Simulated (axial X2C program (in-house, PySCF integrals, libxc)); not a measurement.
## NiB⁺: from the spin-free to the two-component result

All values were computed with an in-house relativistic program for diatomic molecules. Spin-free means the one-electron spin-free X2C Hamiltonian; two-component (2c) means X2C with spin–orbit coupling and atomic mean-field two-electron Coulomb and Gaunt terms, so the difference of the two also holds small scalar two-electron terms. Basis: Ni dyall-cv3z [9s9p6d3f2g], B dyall-v3z [7s6p2d1f] (cores contracted in-house); Gaussian nuclei, density fitting, unrestricted open shells. Masses: Ni 57.935 u, B 11.009 u.

Spin-free state: M_S = 1, Λ = 2 (beyond evenly filled blocks: σα, δ+α, δ+β, δ-α); fragments Ni+ + B.

```tsv
level	Re (Å)	ωe (cm⁻¹)	De (eV)	μ (D)
PBE0	1.867	581.3	2.741	0.49
HF	2.154	326.9	1.235	0.90
MP2	1.807	639.9	2.641	n/a
CCSD	1.899	507.6	2.191	n/a
BHandHLYP	1.929	496.3	2.146	0.65
```

Correlated methods: 12 electrons correlated (number of frozen shells: Ni 3 s, 2 p; B 1 s), 228 virtual spin orbitals or spinors in MP2, 90 natural virtuals in coupled cluster.

Dipoles are positive if B is the positive end and refer to the centre of mass.

Two-component determinant lowest at the distance of the search:

Ω = 3 (⟨Sz⟩ = 1.00, ⟨Lz⟩ = 2.00 at HF); fragments Ni+ + B.

```tsv
level	Re (Å)	ωe (cm⁻¹)	μ (D)
PBE0	1.867	581.1	0.48
HF	2.154	326.7	0.90
MP2	1.807	639.5	n/a
CCSD	1.899	507.6	n/a
BHandHLYP	1.929	496.2	0.65
```

(1) From the two tables, how do the constants change at the CCSD level (2c against spin-free)?

The state is a single determinant with fixed occupations, the lowest that a limited PBE0 search found. De is counted from the lowest determinant-based energies of the atoms at the same level, without counterpoise correction. De is not given where an atomic determinant may have missed its ground term or J level, or where the truncated virtual space spoils (T). Density functionals use the spin component along the axis (collinear). CCSD ran in a truncated set of natural virtual spinors with an MP2 remainder; without triples it tends to underbind. Other states lie close and PBE0, whose exact exchange favours high spin, may order them wrongly; the determinant shown need not be the ground state. The nearest other spin-free determinant of the search, M_S = 0, Λ = 2, lies 0.06 eV up at the distance of the search. The functionals have no current-density term, which raises determinants with orbital currents, atoms included. With several unpaired electrons one determinant need not be a pure state. A state of lower Ω lies just above, and one determinant can place such states too high, so the state shown need not be the lowest. The search has Ω = 2 only 0.06 eV up.

Results:

(1) At the CCSD level Re is unchanged within 0.001 Å and ωe is unchanged to within 0.2 cm⁻¹.
